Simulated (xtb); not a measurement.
OSe (SMILES O=[Se]), triplet, geometry from GFN2-xTB; GFN2-xTB (xtb).

Input for xtb:
```
$ xtb mol.xyz --gfn 2 --chrg 0 --uhf 2 --json

# file mol.xyz
2

O     -0.00000000    -0.00000000    -1.29850896
Se     0.00000000     0.00000000     0.30553152
```

What the program printed (banner, timings and long lists left out):

```
   ID    Z sym.   atoms
    1    8 O      1
    2   34 Se     2

           -------------------------------------------------
          |                Calculation Setup                |
           -------------------------------------------------

           -------------------------------------------------
          |                 G F N 2 - x T B                 |
           -------------------------------------------------

          ...................................................
          :                      SETUP                      :
          :.................................................:
          :  # basis functions                  14          :
          :  # atomic orbitals                  13          :
          :  # shells                            5          :
          :  # electrons                        12          :
          :  max. iterations                   250          :
          :  Hamiltonian                  GFN2-xTB          :
          :  restarted?                      false          :
          :  GBSA solvation                  false          :
          :  PC potential                    false          :
          :  electronic temp.          300.0000000     K    :
          :  accuracy                    1.0000000          :
          :  -> integral cutoff          0.2500000E+02      :
          :  -> integral neglect         0.1000000E-07      :
          :  -> SCF convergence          0.1000000E-05 Eh   :
          :  -> wf. convergence          0.1000000E-03 e    :
          :  Broyden damping             0.4000000          :
          :  net charge                          0          :
          :  unpaired electrons                  2          :
          ...................................................

 iter      E             dE          RMSdq      gap      omega  full diag
   1     -7.1535207 -0.715352E+01  0.100E+01    5.92       0.0  T
   2     -7.1758343 -0.223136E-01  0.596E+00    6.11       1.0  T
   3     -7.1782333 -0.239899E-02  0.313E+00    6.09       1.0  T
   4     -7.1804040 -0.217078E-02  0.506E-01    6.16       1.0  T
   5     -7.1802295  0.174574E-03  0.634E-01    6.14       1.0  T
   6     -7.1805972 -0.367737E-03  0.210E-01    6.15       1.0  T
   7     -7.1806403 -0.431348E-04  0.984E-02    6.16       1.0  T
   8     -7.1806528 -0.124405E-04  0.454E-03    6.16      15.6  T
   9     -7.1806528 -0.180277E-07  0.243E-03    6.16      29.2  T
[...]
         :: total energy              -7.171154646080 Eh    ::
[...]
         6        1.0000           -0.3803565             -10.3500
         7        1.0000           -0.3803565             -10.3500 (HOMO)
         8                         -0.1540096              -4.1908 (LUMO)
         9                         -0.0353370              -0.9616
        10                         -0.0353370              -0.9616
        11                          0.1023233               2.7844
        12                          0.1023233               2.7844
        13                          0.5747684              15.6402
      -------------------------------------------------------------
                  HL-Gap            0.2263469 Eh            6.1592 eV
             Fermi-level           -0.3567213 Eh           -9.7069 eV

     #   Z          covCN         q      C6AA      α(0)
     1   8 O        0.855    -0.303    19.837     5.971
     2  34 Se       0.855     0.303   217.074    25.821

 Mol. C6AA /au·bohr⁶  :        363.411437
 Mol. C8AA /au·bohr⁸  :      20639.114827
 Mol. α(0) /au        :         31.792867

Wiberg/Mayer (AO) data.
largest (>0.10) Wiberg bond orders for each atom

 ---------------------------------------------------------------------------
     #   Z sym  total        # sym  WBO       # sym  WBO       # sym  WBO
 ---------------------------------------------------------------------------
     1   8 O    2.222 --     2 Se   2.222
     2  34 Se   2.222 --     1 O    2.222
 ---------------------------------------------------------------------------

Topologies differ in total number of bonds
Writing topology from bond orders to xtbtopo.mol

molecular dipole:
                 x           y           z       tot (Debye)
 q only:        0.000       0.000       0.918
   full:       -0.000      -0.000       0.985       2.504
molecular quadrupole (traceless):
                xx          xy          yy          xz          yz          zz
 q only:        0.862       0.000       0.862       0.000       0.000      -1.723
  q+dip:        1.231       0.000       1.231      -0.000      -0.000      -2.463
   full:        1.616       0.000       1.616       0.000      -0.000      -3.231

           -------------------------------------------------
          | TOTAL ENERGY               -7.171154646080 Eh   |
          | GRADIENT NORM               0.000000101450 Eh/α |
          | HOMO-LUMO GAP               6.159213782999 eV   |
           -------------------------------------------------

normal termination of xtb
```
